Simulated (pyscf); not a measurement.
# H₂N–Ge•(Cl)–Cl (SMILES [NH2][Ge]([Cl])[Cl]), doublet

Gas-phase minimum from PySCF at ωB97X-D3(BJ)/def2-SVP, one conformer. Other isomers of H₂N–Ge•(Cl)–Cl were not searched in full and may lie lower. 

```xyz
6

N     -0.1930     0.4566     0.0177
Ge    -1.7574    -0.4128     0.3635
Cl    -1.4378    -2.4496    -0.3088
Cl    -3.2345     0.5521    -0.8974
H      0.6556     0.0488     0.4042
H     -0.1963     1.4688     0.1246
```
Charge 0, spin multiplicity 2.

Bonded distances (Å): N1–Ge2 1.823, N1–H5 1.018, N1–H6 1.018, Ge2–Cl3 2.169, Ge2–Cl4 2.169. Bond angles (°): Ge2–N1–H5 116.9, Ge2–N1–H6 116.8, H5–N1–H6 111.2, N1–Ge2–Cl3 105.2, N1–Ge2–Cl4 105.2, Cl3–Ge2–Cl4 109.8.

Properties at ωB97X-D3(BJ)/def2-SVP:

```yaml
harmonic_wavenumbers_unscaled: 119, 125, 202, 273, 399, 430, 463, 706, 825, 1533, 3579, 3689 cm⁻¹
zero_point_energy: 17.6 kcal/mol
rotational_symmetry_number: 1
Entropy of this conformer at 298 K and 1 atm, rigid rotor and harmonic oscillator, modes under 100 cm⁻¹ raised to 100: 347.5 J/(mol K)
dipole_moment: 3.47 D
Spin expectation value S2: 0.756
```

Single-point totals, which compare only within one level:

```json
[
 {"level": "ωB97X-D3(BJ)/def2-TZVP", "total energy (hartree)": "-3053.46980"},
 {"level": "PBE/def2-TZVP", "total energy (hartree)": "-3052.73660"},
 {"level": "r²SCAN/def2-TZVP", "total energy (hartree)": "-3053.39376"},
 {"level": "B3LYP-D3(BJ)/def2-TZVP", "total energy (hartree)": "-3053.57524"},
 {"level": "PBE0-D3(BJ)/def2-TZVP", "total energy (hartree)": "-3052.86837"},
 {"level": "M06-2X/def2-TZVP", "total energy (hartree)": "-3053.44713"},
 {"level": "ωB97M-D3(BJ)/def2-TZVP", "total energy (hartree)": "-3053.62343"}
]
```

Soft torsions are taken as harmonic, which can shift the entropy by several J/(mol K). Elements up to Kr have no core potential and no relativistic terms here.
